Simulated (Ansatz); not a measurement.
CH$_{7}$NSiTe, SMILES `C[SiH](N)[TeH]`, relaxed with RKS PBE0-D4/def2-TZVP in the Gaussian-basis code of Ansatz from a PBE-D4/def2-SVP geometry. The force threshold is 0.005 eV/Å; the program also tests the step.

Charge 0, multiplicity 1. Te takes the def2 core potential.

Start:

```xyz
11

C     0.729   -0.524   -1.254
Si    0.012   -0.029    0.416
N    -1.712   -0.263    0.338
Te    0.272    2.437    0.938
H     0.253    0.052   -2.072
H     0.574   -1.608   -1.445
H     1.819   -0.326   -1.276
H     0.768   -0.753    1.509
H    -2.289   -0.050    1.155
H    -2.077   -1.079   -0.162
H     1.652    2.142    1.854
```

```csv
step,energy (eV),largest force (eV/Å),largest move (Å)
1,-17809.2118,0.527,0.000
2,-17809.2514,0.354,0.047
3,-17809.2607,0.149,0.029
4,-17809.2627,0.069,0.035
5 (rejected),-17809.2617,0.214,0.050
6,-17809.2642,0.027,0.020
7,-17809.2643,0.017,0.029
8,-17809.2645,0.007,0.010
9,-17809.2645,0.021,0.008
10,-17809.2645,0.015,0.003
11,-17809.2645,0.006,0.005
12 (rejected),-17809.2645,0.005,0.007
13,-17809.2645,0.002,0.003
```

End:

```xyz
11

C     0.719   -0.521   -1.245
Si    0.017   -0.025    0.407
N    -1.675   -0.293    0.360
Te    0.277    2.414    0.922
H     0.257    0.053   -2.052
H     0.551   -1.586   -1.433
H     1.795   -0.340   -1.268
H     0.766   -0.729    1.489
H    -2.264   -0.040    1.136
H    -2.058   -1.057   -0.172
H     1.615    2.125    1.856
```

It took 36 s on 4 threads of an Arm Neoverse V2 on a shared host, with 0.51 GiB of host memory at the peak.
